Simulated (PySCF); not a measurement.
Calculated NMR parameters of N#Cc1ccoc1

* Formula: C5H3NO
* SMILES: N#Cc1ccoc1
* InChI: InChI=1S/C5H3NO/c6-3-5-1-2-7-4-5/h1-2,4H
* Point group of the computed structure: Cs
* Degrees of unsaturation: 5
* Carbon signals: 5
* Proton signals: 3

Atom-mapped SMILES (the numbers label the heavy atoms): `[N:1]#[C:2][c:3]1[cH:4][cH:5][o:6][cH:7]1`; H(Xn) means a hydrogen on atom n.

Method: shielding tensors at B97-2/pcSseg-2 (GIAO), geometry from PBE0-D3(BJ)/def2-TZVP, in PySCF (one conformer, non-relativistic Hamiltonian, in vacuum).

Chemical shifts δ = σref − σ; 1H (31.64 ppm), 13C (185.38 ppm) against TMS; NH3 for 15N (261.75 ppm); 17O (327.66 ppm) against H2O, all at this level.

| carbon | δC, type | δH (multiplicity) | HMBC from (2–3 bonds) | span of the C tensor (ppm) |
| --- | --- | --- | --- | --- |
| C2 | 118.6, C | – | H(C7), H(C4) | 341 |
| C3 | 106.1, C | – | H(C7), H(C5), H(C4) | 150 |
| C4 | 119.6, CH | 6.83 (m) | H(C7), H(C5) | 175 |
| C5 | 149.6, CH | 7.54 (m) | H(C7), H(C4) | 145 |
| C7 | 156.9, CH | 7.96 (m) | H(C5), H(C4) | 165 |

Other nuclei:
```
atoms  nucleus           environment  δ (ppm)  σ (ppm)
   N1      15N      nitrile nitrogen    312.6    -50.8
   O6      17O  aromatic ring oxygen    304.6     23.0
```

Carbon types of the structure: 2 × C, 3 × CH, which accounts for all hydrogens. δC 156.9, 149.6: aromatic CH next to the ring oxygen. δC 119.6: aromatic CH. δC 118.6: nitrile carbon; typical of a nitrile. δC 106.1: substituted aromatic carbon. δH 7.96, 7.54: hydrogen on an aromatic CH next to the ring oxygen; aromatic region.

Shifts are as computed. Against solution values, carbons near 30 ppm lie about +3 ppm off and those near 130 ppm about +7 ppm. Of 1211 compounds with measured shifts, 218 miss one by over three times the rms of a fit or turn the order of signals round; such compounds aren't used in these exercises. Unscaled 17O shifts of doubly bonded oxygen tend to come out too high, by tens of ppm or more. Experimental scales use liquid or dissolved standards, which lie at an offset from isolated NH3 (liquid NH3: subtract about 20 ppm) and H2O (liquid H2O: subtract about 36 ppm). Unscaled 15N shifts of sp2 nitrogen come out 20 to 40 ppm too high even then. No couplings were computed; multiplicities are counted from neighbouring protons, with m where these are inequivalent, close in shift, in a saturated or five-membered ring or joined by F or P, and br s for small geminal =CH2 splittings.
